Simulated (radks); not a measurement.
The numbers below are computed, except where a source is named.
Species: neutral bromine. Configuration: [Ar] 3d10 4s2 4p5.

Code: a radial shooting solver on a logarithmic mesh with Libxc functionals. Model: non-relativistic Kohn-Sham, PBE, spin-polarised, spherical densities, point nucleus; open shells are filled with parallel spins first; hard spherical wall at 2.5 bohr.

Energy parts (hartree):
total: -2570.11877
kinetic: 2586.29186
electron-nucleus: -6196.67220
Hartree: 1132.54245
exchange-correlation: -92.28089

Orbitals (lengths in bohr, moments of r in powers of bohr; r(max) is where P^2 peaks):
| orbital | occ. | eigenvalue (hartree) | <1/r> | r(max) |
|---|---|---|---|---|
| 1s up | 1 | -479.7752 | 34.50 | 0.02885 |
| 1s down | 1 | -479.7707 | 34.50 | 0.02885 |
| 2s up | 1 | -60.69598 | 7.644 | 0.1630 |
| 2s down | 1 | -60.69344 | 7.644 | 0.1630 |
| 2p up | 3 | -54.59168 | 7.623 | 0.1291 |
| 2p down | 3 | -54.58727 | 7.623 | 0.1291 |
| 3s up | 1 | -7.41557 | 2.516 | 0.4944 |
| 3s down | 1 | -7.41014 | 2.516 | 0.4945 |
| 3p up | 3 | -5.28753 | 2.400 | 0.4862 |
| 3p down | 3 | -5.28139 | 2.400 | 0.4863 |
| 3d up | 5 | -1.50551 | 2.128 | 0.4326 |
| 3d down | 5 | -1.49784 | 2.130 | 0.4326 |
| 4s up | 1 | 0.20870 | 0.9232 | 1.398 |
| 4s down | 1 | 0.24999 | 0.9250 | 1.396 |
| 4p up | 3 | 0.79872 | 0.8912 | 1.481 |
| 4p down | 2 | 0.84082 | 0.8923 | 1.480 |
| 4d up | 0 | 1.85741 | 0.8902 | 1.616 |
| 4d down | 0 | 1.89881 | 0.8888 | 1.616 |
| 5s up | 0 | 4.04625 | 1.039 | 1.970 |
| 5s down | 0 | 4.07334 | 1.040 | 1.970 |
| 5p up | 0 | 4.64802 | 1.060 | 1.991 |
| 5p down | 0 | 4.67482 | 1.061 | 1.992 |

The highest occupied level is 4p down at 22.880 eV. Summed over all electrons, <r^2> = 23.54 bohr^2, which gives a Langevin (diamagnetic) susceptibility term of -18.6 x 10^-6 cm^3/mol. Spin moment in Bohr magnetons: 1. The spin density at the nucleus is -0.2366 e/bohr^3 (1s -0.1530, 2s 0.0425, 3s 0.0769, 4s -0.2029), a Fermi contact field of -12.4 T. The electron density at the nucleus is 2.961e+04 e/bohr^3. The pressure on the wall is 2660 GPa.
